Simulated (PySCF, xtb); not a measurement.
CH6N2Si2, SMILES [SiH2]1N=C[Si@@H]1N. The values are those of a single conformer.

Harmonic wavenumbers (cm⁻¹) from GFN2-xTB (xtb 6.7.1) at its own minimum, in rising order: 117, 136, 222, 267, 360, 386, 461, 485, 511, 530, 600, 646, 704, 732, 797, 801, 820, 898, 1229, 1521, 1600, 2186, 2202, 2226, 2955, 3466, 3503.

### Question
What does PBE-D3(BJ)/def2-SVP (PySCF 2.14.0) give at its own minimum? (An estimate is asked for; the answer gives what the named calculation found.)

### Answer
98, 126, 207, 279, 326, 377, 420, 485, 594, 628, 663, 684, 702, 756, 846, 864, 890, 921, 1235, 1479, 1541, 2128, 2138, 2151, 2926, 3510, 3614. Paired by order, the mean absolute difference is 42 cm⁻¹ and the zero-point energies are 43.4 and 43.7 kcal/mol.
